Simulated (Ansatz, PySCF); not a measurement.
Dissociation curve of CaO, singlet.

- UHF/def2-SVP (PySCF)
- RHF/def2-SVP (PySCF)
- UKS-r2SCAN = unrestricted r2SCAN/def2-SVP (PySCF)
- RKS-r2SCAN = restricted r2SCAN/def2-SVP (PySCF)
- UKS-B3LYP = unrestricted B3LYP/def2-SVP in PySCF
- RKS-B3LYP = restricted B3LYP/def2-SVP run with PySCF
- UKS-PBE0 = PySCF with unrestricted PBE0/def2-SVP
- RKS-PBE0 = restricted PBE0/def2-SVP (PySCF)
- UKS-PBE = unrestricted PBE/def2-SVP (Ansatz, a program for electronic structure)
- RKS-PBE = restricted PBE/def2-SVP run with Ansatz
- UKS-B3LYP/6-31G* = PySCF with unrestricted B3LYP/6-31G*, spherical d
- RKS-B3LYP/6-31G* = restricted B3LYP/6-31G*, spherical d (PySCF 2.14.0)

Scanned distances (Å): 1.44, 1.52, 1.63, 1.69, 1.76, 1.80, 1.88, 1.93, 2.00, 2.10, 2.25, 2.46, 2.71, 3.00, 3.22, 3.64, 3.94, 4.41, 4.86, 5.47, 6.35, 7.27.

Task: Where does the unrestricted solution first break spin symmetry (<S²> of 0.01 or more)?

Result: UHF: between 1.76 and 1.80 Å; UKS-r2SCAN: between 1.80 and 1.88 Å; UKS-B3LYP: between 1.93 and 2.00 Å; UKS-PBE0: between 1.93 and 2.00 Å; UKS-PBE: between 2.00 and 2.10 Å; UKS-B3LYP/6-31G*: already at 1.44 Å.

```
R / Å  <S²> UHF  E(RHF) − E(UHF) / mEh  <S²> UKS-r2SCAN  E(RKS-r2SCAN) − E(UKS-r2SCAN) / mEh  <S²> UKS-B3LYP  E(RKS-B3LYP) − E(UKS-B3LYP) / mEh  <S²> UKS-PBE0  E(RKS-PBE0) − E(UKS-PBE0) / mEh  <S²> UKS-PBE  E(RKS-PBE) − E(UKS-PBE) / mEh  <S²> UKS-B3LYP/6-31G*  E(RKS-B3LYP/6-31G*) − E(UKS-B3LYP/6-31G*) / mEh
-----  --------  ---------------------  ---------------  -----------------------------------  --------------  ---------------------------------  -------------  -------------------------------  ------------  -----------------------------  ---------------------  -----------------------------------------------
1.44       0.00                    0.0             0.00                                  0.0            0.00                                0.0           0.00                              0.0          0.00                            0.0                   0.76                                             10.4
1.52       0.00                    0.0             0.00                                  0.0            0.00                                0.0           0.00                              0.0          0.00                            0.0                   0.70                                              9.8
1.63       0.00                    0.0             0.00                                  0.0            0.00                                0.0           0.00                              0.0          0.00                            0.0                   0.68                                             10.1
1.69       0.00                    0.0             0.00                                  0.0            0.00                                0.0           0.00                              0.0          0.00                            0.0                   0.69                                             10.6
1.76       0.00                    0.0             0.00                                  0.0            0.00                                0.0           0.00                              0.0          0.00                            0.0                   0.70                                             11.3
1.80       1.00                   39.3             0.00                                  0.0            0.00                                0.0           0.00                              0.0          0.00                            0.0                   0.71                                             11.8
1.88       1.00                   52.4             0.02                                  0.0            0.00                                0.0           0.00                              0.0          0.00                            0.0                   0.73                                             12.8
1.93       1.00                   60.4             0.09                                  0.2            0.00                                0.0           0.00                              0.0          0.00                            0.0                   0.75                                             13.5
2.00       1.01                   72.0             0.18                                  0.9            0.13                                0.2           0.16                              0.2          0.00                            0.0                   0.77                                             14.5
2.10       1.01                   91.8             0.32                                  2.5            0.40                                2.3           0.51                              3.4          0.07                            0.1                   0.79                                             16.1
2.25       1.01                  115.6             0.81                                  7.3            0.99                               10.7           1.01                             18.3          0.25                            0.9                   1.00                                             24.7
2.46       1.01                  126.8             1.01                                 25.7            1.01                               28.4           1.01                             37.3          0.85                            6.6                   1.01                                             36.1
2.71       1.01                  121.4             1.01                                    —            1.01                               41.6           1.01                             51.2          1.01                           20.3                   1.01                                             44.3
3.00       1.02                  106.4             1.02                                    —            1.01                               48.8           1.01                             58.0          1.02                           31.0                   1.01                                             48.3
3.22       1.05                   93.3             1.03                                    —            1.01                               50.6           1.01                             58.8          1.02                           35.9                   1.01                                             49.5
3.64       1.18                   84.2             1.04                                    —            1.03                               52.8           1.04                             59.3          1.01                           41.7                   1.02                                             51.5
3.94       1.10                   86.1             1.06                                    —            1.03                               54.5           1.04                             60.6          1.01                           45.4                   1.02                                             53.2
4.41       1.03                   88.3             1.05                                    —            1.02                               56.9           1.03                             63.0          1.01                           50.6                   1.02                                             56.0
4.86       1.01                   89.3             1.03                                    —            1.01                               58.8           1.01                             65.0          1.01                           54.3                   1.01                                             58.2
5.47       1.01                   89.8             1.01                                    —            1.00                               60.7           1.01                             67.2          1.00                           57.2                   1.01                                             60.2
6.35       1.01                   89.9             1.00                                    —            1.00                               62.4           1.00                             69.2          1.00                           59.1                   1.00                                             61.8
7.27       1.01                   89.9             1.00                                    —            1.00                               63.4           1.00                             70.3          1.00                           60.0                   1.00                                             62.7
```

A dash means that the run gave no value there, or that the column was ended at a point which the program doubted or which failed a test of continuity chosen for this set; such a test can also cut sound points.
